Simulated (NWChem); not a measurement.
# silylphosphine (SiPH5); SMILES [SiH3]P

```xyz
7

Si    -0.0001     1.0857    -0.0221
P      0.0001    -1.1921    -0.0910
H     -1.2109     1.5693    -0.7367
H      1.2065     1.5696    -0.7438
H      0.0039     1.6565     1.3525
H     -1.0367    -1.3499     0.8747
H      1.0428    -1.3496     0.8684
```
Atoms are numbered in this order, from 1.

Results from NWChem. Pople sets run with spherical d functions. Coordinates come from a B3LYP/6-31G* (spherical d) optimisation. GIAO values for the isolated, static molecule; σ is the absolute isotropic shielding.

Problem. Taking PBE0/pcSseg-2 as the yardstick, which of these has the fewest basis functions while keeping “σ H3 (rotor mean) (ppm)” within 0.5 ppm of it: PBE0/6-31G*; PBE0/IGLO-II; PBE0/IGLO-III; PBE0/6-311G**; PBE0/def2-SVP; PBE0/def2-TZVP?

Solution. PBE0/def2-SVP.
```csv
level,basis functions,σ H3 (rotor mean) (ppm),relative time (rough)
PBE0/6-31G*,46,27.83,1
PBE0/def2-SVP,61,27.35,1
PBE0/6-311G**,82,27.51,2
PBE0/IGLO-II,100,27.30,3
PBE0/def2-TZVP,104,27.20,4
PBE0/IGLO-III,138,27.22,6
PBE0/pcSseg-2,156,27.23,9
```

The yardstick is one finite set, not the basis-set limit.
